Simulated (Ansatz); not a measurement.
Reactions of CH$_{8}$O$_{2}$SSi$_{2}$, SMILES `CO[SiH2]S[SiH2]O`.

Calculated with Ansatz (gas phase, PBE0-D4/def2-TZVP geometries, no zero-point term in ΔE). CCSD(T)/CBS adds triple-zeta CCSD(T) − MP2 to the extrapolated MP2 energy (def2 sets, frozen cores). This one scheme is used for every species, atoms too. DFT in def2-TZVPP. No spin–orbit coupling; open shells (•) take unrestricted orbitals. Spin–orbit coupling would lower the free atoms: a little for C, O, S, Si. For Ge outer-core shells are correlated without core-valence functions, so the limit isn't a true one: a few kJ/mol of doubt a bond, and 10 to 20 or more in all where bonds break to atoms. Scalar relativity is left out up to krypton. Each species was taken in one conformer, which may not be the lowest.

```json
{"reaction": "`CO[SiH2]S[SiH2]O` + `C[SiH](O)O` → `C[SiH](O)O[SiH2]O` + `CO[SiH2]S`", "MP2/CBS(def2) (kJ/mol)": "-36", "PBE-D4 (kJ/mol)": "-25", "ωB97X-V (kJ/mol)": "-43", "CCSD(T)/CBS(def2) (kJ/mol)": "-42"}
{"reaction": "`CO[SiH2]S[SiH2]O` + `C=C[SiH](C)O` → `C=C[SiH](O)[SiH2]O` + `CO[SiH2]SC`", "MP2/CBS(def2) (kJ/mol)": "170", "PBE-D4 (kJ/mol)": "146", "ωB97X-V (kJ/mol)": "154", "CCSD(T)/CBS(def2) (kJ/mol)": "159"}
{"reaction": "`CO[SiH2]S[SiH2]O` → `O[SiH2]S` + `CO[SiH]`", "MP2/CBS(def2) (kJ/mol)": "284", "PBE-D4 (kJ/mol)": "256", "ωB97X-V (kJ/mol)": "268", "CCSD(T)/CBS(def2) (kJ/mol)": "262"}
{"reaction": "`CO[SiH2]S[SiH2]O` → C• + 8 H• + 2 O• + S• + 2 Si•", "MP2/CBS(def2) (kJ/mol)": "5104", "PBE-D4 (kJ/mol)": "5042", "ωB97X-V (kJ/mol)": "5038", "CCSD(T)/CBS(def2) (kJ/mol)": "5029"}
{"reaction": "`CO[SiH2]S[SiH2]O` + H₂ → `CO[SiH2]S[SiH3]` + H₂O", "MP2/CBS(def2) (kJ/mol)": "92", "PBE-D4 (kJ/mol)": "84", "ωB97X-V (kJ/mol)": "87", "CCSD(T)/CBS(def2) (kJ/mol)": "85"}
{"reaction": "`CO[SiH2]S[SiH2]O` + `[F][Ge][Cl]` → `O[SiH2]S[SiH2]Cl` + `C[O][Ge][F]`", "MP2/CBS(def2) (kJ/mol)": "26", "PBE-D4 (kJ/mol)": "30", "ωB97X-V (kJ/mol)": "29", "CCSD(T)/CBS(def2) (kJ/mol)": "29"}
{"reaction": "`CO[SiH2]S[SiH2]O` + `[SiH3]CS` → `CO[SiH2]C[SiH3]` + `O[SiH2]SS`", "MP2/CBS(def2) (kJ/mol)": "62", "PBE-D4 (kJ/mol)": "54", "ωB97X-V (kJ/mol)": "57", "CCSD(T)/CBS(def2) (kJ/mol)": "57"}
{"reaction": "`CO[SiH2]S[SiH2]O` → `C[O]`• + `O[SiH2]S[SiH2]`•", "MP2/CBS(def2) (kJ/mol)": "549", "PBE-D4 (kJ/mol)": "465", "ωB97X-V (kJ/mol)": "493", "CCSD(T)/CBS(def2) (kJ/mol)": "509"}
{"reaction": "`CO[SiH2]S[SiH2]O` + `O[SiH2][SiH3]` → `O[SiH2]O[SiH2][SiH3]` + `CO[SiH2]S`", "MP2/CBS(def2) (kJ/mol)": "-37", "PBE-D4 (kJ/mol)": "-24", "ωB97X-V (kJ/mol)": "-42", "CCSD(T)/CBS(def2) (kJ/mol)": "-42"}
{"reaction": "`CO[SiH2]S[SiH2]O` + `Cl[SiH2][GeH3]` → `O[SiH2][GeH3]` + `CO[SiH2]S[SiH2]Cl`", "MP2/CBS(def2) (kJ/mol)": "23", "PBE-D4 (kJ/mol)": "25", "ωB97X-V (kJ/mol)": "23", "CCSD(T)/CBS(def2) (kJ/mol)": "23"}
```

Largest T1 diagnostic: 0.019, for `C[O]`•.
